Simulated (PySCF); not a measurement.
Ligands exchanged one at a time, Si C2H5-I. Gas-phase values, no solvent. One relaxed conformer stands for each flexible species; it need not be the lowest. Strings in code marks are SMILES.

The T1 excitation (TDA) from two functionals at the same geometries (B3LYP-D3(BJ)/def2-SVP), both in PySCF: PBE-D3(BJ)/def2-TZVP and M06-2X/def2-TZVP. Excitations are Tamm–Dancoff values on a coarser integration grid. The basis has no diffuse functions, so Rydberg states are missing or too high.

```
species                                                                                     PBE-D3(BJ)/def2-TZVP (eV)  M06-2X/def2-TZVP (eV)
------------------------------------------------------------------------------------------  -------------------------  ---------------------
0 of 4 C2H5 replaced by I (`CC[Si](CC)(CC)CC`)                                                                   6.46                   7.57
1 of 4 C2H5 replaced by I (`CC[Si](I)(CC)CC`)                                                                    5.08                   5.68
2 of 4 C2H5 replaced by I (`CC[Si](I)(I)CC` (C–C–Si–I torsion -59°, I–Si–C–C torsion 59°))                       4.24                   4.89
3 of 4 C2H5 replaced by I (`CC[Si](I)(I)I` (C–C–Si–I torsion 180°))                                              3.51                   4.24
```

Over these rows, drawn at random from the members with no instability flagged (it was tested for open shells, ions and some series alone), PBE minus M06-2X: mean -0.77 eV, from -1.11 eV to -0.60 eV.
